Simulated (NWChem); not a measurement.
Species: HTeBr; SMILES Br[TeH]

Computed with NWChem. The geometry was optimised at PBE0/def2-SVP. def2 effective core potentials on Te; no spin-orbit coupling. B3LYP is NWChem's, with the RPA form of VWN correlation.

For level B3LYP/def2-SVP (core potentials):

```yaml
highest occupied level (eV): -6.21
orbital gap (eV): 3.31
dipole (D): 1.72
```

Problem. What are these values for level B3LYP/STO-3G (all-electron, non-relativistic)?

Solution. 
* **highest occupied level (eV)**: -3.94
* **orbital gap (eV)**: 4.44
* **dipole (D)**: 1.29
